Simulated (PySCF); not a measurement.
**Fractional electron number in Tc²⁺ (technetium, charge +2)**

The 4d alpha orbital of [Kr] 4d5 is emptied in steps (occupation f), with all orbitals relaxed, ending at [Kr] 4d4. All numbers are calculated (PySCF 2.14, a scalar-relativistic core potential, in aug-cc-pVTZ-PP with ECP28MDF (6s6p5d3f2g, 88 functions)). The exact energy is a straight line in f; departures are measured from the line between the end points of the same method.

Q: Among BHandHLYP, wB97X, TPSS, which shows the largest delocalisation error (convex curve), and which is closest to linear?

A: Most convex: TPSS (-1.509 eV at f = 0.5); closest to linear: wB97X (-0.452 eV).

| f | BHandHLYP (eV) | wB97X (eV) | TPSS (eV) |
| --- | --- | --- | --- |
| 1 | 0.000 | 0.000 | 0.000 |
| 0.9 | -0.231 | -0.163 | -0.539 |
| 0.7 | -0.541 | -0.381 | -1.263 |
| 0.5 | -0.646 | -0.452 | -1.509 |
| 0.3 | -0.544 | -0.378 | -1.271 |
| 0.1 | -0.234 | -0.161 | -0.546 |
| 0 | 0.000 | 0.000 | 0.000 |

```
   method  E(f=0) − E(f=1) (eV)  −ε at f=1 (eV)  −ε at f=0.5 (eV)
BHandHLYP                29.500          26.941            29.490
    wB97X                29.427          27.620            29.434
     TPSS                29.607          23.633            29.581
```

Reference removal energy between the ground levels: 29.55 eV (semi-empirical (NIST evaluation); NIST Atomic Spectra Database, ionization energies). The calculation has no spin-orbit coupling. The determinant left behind need not be the lowest term of the ion.
